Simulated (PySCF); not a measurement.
Two species compared at the same levels of theory.

First species: C₅H₁₁FO₃Si.
Geometry (GFN2-xTB, Å), atoms numbered from 1 in this order:
```
atom  x, y, z in Å
C1    -2.197    0.208   -0.898
C2    -1.048    0.542    0.047
C3    -1.060   -0.366    1.275
F4    -2.165   -0.097    2.044
C5     0.336    0.482   -0.650
O6     1.254    1.237    0.046
Si7    2.596    0.842    0.891
C8     0.800   -0.952   -0.795
O9     1.691   -1.433   -0.148
O10    0.125   -1.637   -1.715
H11   -2.059   -0.771   -1.350
H12   -2.267    0.949   -1.690
H13   -3.132    0.206   -0.342
H14   -1.160    1.572    0.401
H15   -1.125   -1.425    0.999
H16   -0.183   -0.192    1.906
H17    0.228    0.904   -1.661
H18    2.897    2.211    1.298
H19    2.334   -0.006    2.052
H20    3.665    0.295    0.063
H21    0.459   -2.549   -1.775
```

Second species: C5H8O3SSi.
Structure used (GFN2-xTB), in Å, numbered top down from 1:
```xyz
18
C5H8O3SSi angstrom
O      3.743    1.153    0.875
C      3.855   -0.015    1.095
O      2.950   -0.964    0.866
C      1.743   -0.602    0.308
C      0.788   -1.493    0.086
Si    -0.845   -1.051   -0.708
O     -0.874    0.487   -1.240
C     -1.740    1.399   -0.619
C     -2.972    0.686   -0.083
S     -2.442   -0.864    0.722
H      4.749   -0.488    1.532
H      1.655    0.450    0.067
H      0.974   -2.521    0.354
H     -1.211   -1.920   -1.817
H     -1.205    1.894    0.199
H     -2.025    2.149   -1.363
H     -3.651    0.419   -0.893
H     -3.498    1.287    0.654
```

Levels: PBE0/pcSseg-1 for HOMO energy, LUMO energy and HOMO–LUMO gap. Geometries: GFN2-xTB. All species are isolated and taken at one optimised geometry, non-relativistic unless stated. Electronic properties by PySCF.

```json
{"property": "HOMO energy", "column X": "-6.94 eV", "column Y": "-8.23 eV"}
{"property": "LUMO energy", "column X": "-1.13 eV", "column Y": "-0.51 eV"}
{"property": "HOMO–LUMO gap", "column X": "5.81 eV", "column Y": "7.72 eV"}
```

Task: Which column belongs to which species?

Result: Column X is the second species and column Y the first. The first has 21 atoms and 88 electrons, the second 18 and 92.

Task: How does each property change from the first species to the second?

Result: HOMO energy +1.29 eV; LUMO energy -0.62 eV; HOMO–LUMO gap -1.91 eV.

One conformer stands for the species.
